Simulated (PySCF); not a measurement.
**Sm(SH)3: from a saddle point downhill**

PySCF 2.14.0, RKS PBE, Sm lcecp-1-SVP with ECP51, S def2-SVP, H def2-SVP; non-relativistic Hamiltonian with scalar-relativistic core potentials where named; density fitting; no spin-orbit coupling. Relaxed within the symmetry of its start, the geometry (C3v) is

```xyz
7

Sm    0.0000    0.0000   -0.4036
S     2.4403    0.0000    0.5799
H     2.0398    0.0000    1.8833
S    -1.2202    2.1134    0.5799
H    -1.0199    1.7665    1.8833
S    -1.2201   -2.1134    0.5799
H    -1.0199   -1.7666    1.8833
```

and its lowest harmonic modes are -284, -181, -181, 77, 83, 83 cm⁻¹ (negative: unstable). It was moved along the lowest mode and relaxed again, within the group C3 that the move left.

(1) Where does it end, and how much lower?

(2) How do the contacts change?

(3) Is the end a minimum?

An lcecp potential fixes the number of 4f electrons, so in runs with it no electron can move into or out of that shell.

State: singlet in the valence, with the 4f electrons in the core potential.

Results:

(1) In C3, 0.357 eV lower, after 26 steps:
```xyz
7

Sm    0.0000    0.0000    0.6680
S     2.5810    0.4023    1.0024
H     2.8493   -0.9340    1.1036
S    -1.6389    2.0341    1.0024
H    -0.6158    2.9346    1.1036
S    -0.9421   -2.4364    1.0024
H    -2.2335   -2.0006    1.1036
```

(2) 
| contact | saddle (Å) | end (Å) |
| --- | --- | --- |
| Sm1–S2 (SH) | 2.631 | 2.633 |
| Sm1–S4 (SH) | 2.631 | 2.633 |
| Sm1–S6 (SH) | 2.631 | 2.633 |


(3) Yes, as far as the noise of the softest modes lets one tell (those above −25 cm⁻¹ count as noise); lowest modes 19, 64, 64, 177, 209, 209 cm⁻¹.
